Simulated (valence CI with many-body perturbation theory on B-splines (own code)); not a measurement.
## Eu58+: calculated level list

Calculated by configuration interaction combined with many-body perturbation theory (CI+MBPT): three valence electrons over a frozen Dirac-Fock core [He], radial functions for each j: 11 s, 11 p, 9 d, 7 f, 5 g, 2 h, 1 i, with the one-electron correlation potential Σ1, the two-electron term Σ2, the three-electron term Σ3, Breit, model QED; selected CI, second order for the rest (own B-spline code, finite nucleus).

The last digits are not significant, and no measured levels were compared; by estimate large intervals hold to a few tenths of a per cent, small ones and those within an open d or f shell to about a per cent.

Levels 91 to 101 of 101, with energies above the lowest level, (2s^2 2p1/2) J=1/2. "Leading %" is the weight of the configuration and term that name the level; weights of strongly mixed levels are sums over their largest components and can fall short. In the jj column 3d3/2^4 stands for four electrons in 3d with j = 3/2. Lifetimes count E1, E2, E3, M1 and M2 decay at the calculated energies, and are blank where another channel may lead or the interval is too uncertain; long ones can be off by a factor of two.

| No. | Configuration | Term | J | E (eV) | Leading % | g | Leading jj | Lifetime |
| --- | --- | --- | --- | --- | --- | --- | --- | --- |
| 91 | 2p2.3p | 2P° | 1/2 | 8732.7 | 86 | 0.645 | 2p1/2 2p3/2 3p3/2 (99 %) | 4.23 fs |
| 92 | 2p2.3d | 2G | 7/2 | 8739.2 | 52 | 1.017 | 2p1/2 2p3/2 3d3/2 (98 %) | 84.2 fs |
| 93 | 2p2.3d | 2D | 5/2 | 8753.4 | 35 | 1.139 | 2p1/2 2p3/2 3d3/2 (95 %) | 1.06 fs |
| 94 | 2p2.3d | 2D | 3/2 | 8758.7 | 47 | 1.096 | 2p1/2 2p3/2 3d3/2 (98 %) | 1.03 fs |
| 95 | 2p2.3d | 2P | 1/2 | 8767.1 | 36 | 1.670 | 2p1/2 2p3/2 3d3/2 (100 %) | 916 as |
| 96 | 2p2.3d | 4D | 7/2 | 8778.3 | 46 | 1.298 | 2p1/2 2p3/2 3d5/2 (100 %) | 33.4 fs |
| 97 | 2p2.3d | 2P | 3/2 | 8795.1 | 38 | 1.333 | 2p1/2 2p3/2 3d5/2 (97 %) | 1.49 fs |
| 98 | 2p2.3d | 2G | 9/2 | 8795.4 | 64 | 1.173 | 2p1/2 2p3/2 3d5/2 (100 %) | 202 fs |
| 99 | 2p2.3d | 2F | 5/2 | 8796.5 | 43 | 1.136 | 2p1/2 2p3/2 3d5/2 (97 %) | 1.24 fs |
| 100 | 2p2.3d | 2D | 5/2 | 8812.9 | 60 | 1.241 | 2p1/2 2p3/2 3d5/2 (98 %) | 843 as |
| 101 | 2p2.3d | 2F | 7/2 | 8819.0 | 68 | 1.122 | 2p1/2 2p3/2 3d5/2 (98 %) | 793 as |
